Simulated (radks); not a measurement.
Values are calculated unless marked as measured or tabulated.
Level of theory: non-relativistic Kohn-Sham, exchange-only LDA, spin-polarised, spherical densities, point nucleus; open shells are filled with parallel spins first (spin-orbit coupling, left out, can overturn this in heavy ions) (a radial shooting solver on a logarithmic mesh with Libxc functionals). Response by self-consistent Sternheimer equations with the Hartree and adiabatic exchange-only LDA kernel. For heavy and open-shell atoms this level of theory can miss by tens of per cent. Rank Ca, Pd3+, Zn+, Ru, Si3+, He, Zn, Be (NIST ground configurations) by static dipole polarisability, largest first.

Answer. Ca 162.9, Ru 69.70, Be 47.13, Zn 41.75, Zn+ 18.12, Si3+ 6.744, Pd3+ 4.423, He 1.765 bohr^3.
